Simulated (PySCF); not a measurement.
Si(I)(NMe2) (C2H6INSi), SMILES CN(C)[Si]I (connectivity only; charge and spin as stated), neutral, multiplicity 1. Atoms are numbered in the order given.

```xyz
11

Si     1.1728    -0.8342     0.0000
I     -0.0700     1.3999     0.0000
N     -0.1089    -2.0034     0.0000
C      0.3203    -3.4010     0.0000
C     -1.5571    -1.8706     0.0000
H     -0.0570    -3.9303    -0.8933
H     -0.0570    -3.9303     0.8933
H      1.4198    -3.4693     0.0000
H     -1.9905    -2.3589     0.8916
H     -1.9905    -2.3589    -0.8916
H     -1.8519    -0.8148     0.0000
```

Geometry: B3LYP-D3(BJ)/def2-SVP. The def2 effective core potentials stand for the cores of I; spin–orbit coupling is left out. One conformer was computed; it need not be the lowest.

Computed with PBE/def2-TZVP run with PySCF.

Symmetry labels are those of the subgroup Cs that the program uses (full group Cs).

Question: List the valence orbital energies around the gap with their symmetry. (The exact figures need the calculation; the answer reports its results.)

Answer: 
```tsv
orbital	symmetry	energy (eV)
HOMO−7	A'	-10.26
HOMO−6	A"	-9.93
HOMO−5	A'	-9.48
HOMO−4	A'	-8.42
HOMO−3	A"	-6.79
HOMO−2	A'	-6.38
HOMO−1	A"	-6.07
HOMO	A'	-5.74
LUMO	A"	-2.55
LUMO+1	A'	-1.18
LUMO+2	A'	0.08
LUMO+3	A'	0.44
```
